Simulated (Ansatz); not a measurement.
Program: Ansatz. Geometries: PBE0-D4/def2-TZVP. ΔE: electronic, gas phase. CCSD(T)/CBS adds triple-zeta CCSD(T) − MP2 to the extrapolated MP2 energy (def2 sets, frozen cores). This one scheme is used for every species. DFT in def2-TZVPP. Elements past krypton have def2 core potentials. For In outer-core shells are correlated without core-valence functions, which leaves a few kJ/mol of doubt a bond. One conformer a species, not always the lowest.

`[F][InH][Cl]` + NH₃ → `[NH2][InH][Cl]` + H–F  (ligand exchange at the In–F bond)

**Question.** Is it downhill or uphill in electronic energy at CCSD(T)/CBS, and by how much? (Estimate.)

**Answer.** Ansatz gave: Uphill: ΔE = +0.43 eV.

**Question.** What do these levels give: ωB97M-V, BHLYP, CAM-B3LYP, RPA@PBE/def2-TZVPP, CCSD(T)/def2-SVP, MP2/def2-TZVPP? (Estimate.)

**Answer.** Computed: ωB97M-V 0.51, BHLYP 0.57, CAM-B3LYP 0.57, RPA@PBE/def2-TZVPP 0.44, CCSD(T)/def2-SVP 0.58, MP2/def2-TZVPP 0.36 eV.

Largest T1 diagnostic among the species: 0.015.

From BLYP to BHLYP (50 % exact exchange), in def2-TZVPP and without D4, ΔE moves by −0.07 eV. Leaving LDA and LC-ωPBE aside and taking each functional with its dispersion term where it has one, the values, not all of them listed here, spread over 0.21 eV, from PBE-QIDH to B97M-V. LDA lies −0.15 eV from PBE without D4. At CCSD(T), def2-SVP lies +0.15 eV from the extrapolated value and def2-TZVPP −0.01 eV.
